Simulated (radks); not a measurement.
Rb IX, 29 electrons, occupied as [Ar] 3d10 4s1 (the NIST ground configuration). Method: scalar-relativistic Kohn-Sham, PBE, spin-polarised, spherical densities, finite nucleus; open shells are filled with parallel spins first (spin-orbit coupling, left out, can overturn this in heavy ions); Fermi nuclear charge, rms radius 4.2036 fm; computed with a radial shooting solver on a logarithmic mesh with Libxc functionals.

Normalised radial functions P(r) = r R(r), r in bohr:

```
   r/bohr * 3s down, o 3d down, + 4p up (the largest magnitude, 1.57, reaches the edge; | marks zero, & curves that meet)
 0.004897                             &   *
 0.005566                             &    *
 0.006326                             &    *
  0.00719                             &     *
 0.008171                             &     *
 0.009287                             &      *
  0.01047                             &      *
   0.0119                             o+      *
  0.01353                             o+      *
  0.01537                             o+      *
  0.01747                             o+       *
  0.01986                             o+       *
  0.02257                             o+       *
  0.02565                             o +     *
  0.02916                             o +    *
  0.03314                             o  +  *
  0.03766                             |o + *
   0.0428                             |o *+
  0.04865                             |&  +
  0.05529                            *|o   +
  0.06284                         *   | o  +
  0.07142                      *      |  o  +
  0.08118                   *         |  o  +
  0.09226                 *           |   o +
   0.1049               *             |     &
   0.1192              *              |    + o
   0.1355               *             |   +    o
    0.154                 *           |  +       o
    0.175                    *        |+           o
   0.1989                         *  +|               o
    0.226                          +  | *               o
   0.2569                       +     |        *          o
    0.292                     +       |              *      o
   0.3318                    +        |                    * o
   0.3771                    +        |                       o*
   0.4286                    +        |                       o  *
   0.4872                      +      |                      o   *
   0.5537                         +   |                    o   *
   0.6243                             +                  o *
   0.7096                             |   +           o*
   0.8064                             |        +  *o
   0.9166                             |       * o  +
    1.042                             |    * o        +
    1.184                             |  * o           +
    1.346                             |* o             +
    1.529                             |*o            +
    1.738                             *o          +
    1.976                             &        +
    2.245                             &     +
    2.552                             &   +
      2.9                             & +
    3.297                             &+
    3.747                             &
    4.258                             &
```

3s down: eigenvalue -429.33 eV, 2 radial nodes at r = 0.0517, 0.216 bohr, <r> = 0.508 bohr, 90 % of the charge inside 0.753 bohr. 3d down: eigenvalue -234.79 eV, 0 radial nodes, <r> = 0.514 bohr, 90 % of the charge inside 0.830 bohr. 4p up (empty): eigenvalue -123.24 eV, 2 radial nodes at r = 0.186, 0.625 bohr, <r> = 1.34 bohr, 90 % of the charge inside 1.93 bohr.
